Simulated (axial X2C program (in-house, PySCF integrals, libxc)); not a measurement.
SbF: nuclear properties from DFT to coupled cluster

Computed with an in-house all-electron X2C program for linear molecules (integrals from PySCF): two-component X2C with atomic mean-field Coulomb and Gaunt terms, Gaussian nuclei, basis Sb dyall-acv3z, F dyall-av3z with contracted cores.

R = 1.928 Å (near the PBE0 minimum at charge 0 of the determinant lowest at the starting distance; the state shown can have its own minimum elsewhere); state Ω = 1 (⟨Sz⟩ = 1.00, ⟨Lz⟩ = 0.00 at PBE0).

```csv
level,Eeff magnitude (GV/cm),Ws magnitude Sb (kHz),A∥/gI Sb (MHz),qzz Sb (a.u.),A∥/gI F (MHz),μ (D)
PBE0,0.152,0.058,-1120,4.34,-11.1,-2.35
HF,2.9,1.84,-996,4.67,14,-2.70
B3LYP,0.885,0.364,-1010,4.51,-12.3,-2.39
```

Eeff is the effective electric field on the electron electric dipole moment in this Ω state and Ws the scalar–pseudoscalar constant of the nucleus named (defined with the proton number Z and per Ω); A∥ (defined per Ω) follows by multiplying with gI = μI/(I μN); qzz is the electric field gradient, eQq0 = 234.96 MHz × Q/barn × qzz; μ is positive if the F end (last atom) is positive. The operators were transformed with the bare-nucleus X2C matrices; with these basis sets, hyperfine constants and field gradients can be off by tens of per cent, and where levels differ in sign neither size nor sign is settled.

Finite-field MP2, CCSD and CCSD(T), with 22 electrons correlated in 130 natural virtual spinors (MP2 remainder added):

```
  level  Eeff magnitude (GV/cm)  Ws magnitude Sb (kHz)  A∥/gI Sb (MHz)  qzz Sb (a.u.)  A∥/gI F (MHz)  μ (D)
    MP2                    2.33                   1.23           -1200           4.64            -24  -2.54
   CCSD                   0.807                  0.331            -878           4.50          -7.85  -2.53
CCSD(T)                    1.12                  0.513            -865           4.42          -9.85  -2.45
```

T1 = 0.015 (Lee–Taylor). One unrestricted determinant, the lowest of a limited PBE0 search, is the reference; the functionals treat spin collinearly. With several open shells it need not be a pure state. The sign of Eeff is opposite to CCSD(T) at HF. Eeff spreads by more than a factor of two over the levels. Correlation of the inner shells is missing, which matters for properties at the nucleus. Number of frozen shells: Sb 4 s, 3 p, 1 d; F 1 s.

Task: By how much does correlation change each value, CCSD(T) against HF?

Result: A∥/gI Sb -13 %; qzz Sb -5 %; A∥/gI F from 14 to -9.85, a change of sign; μ -9 %.
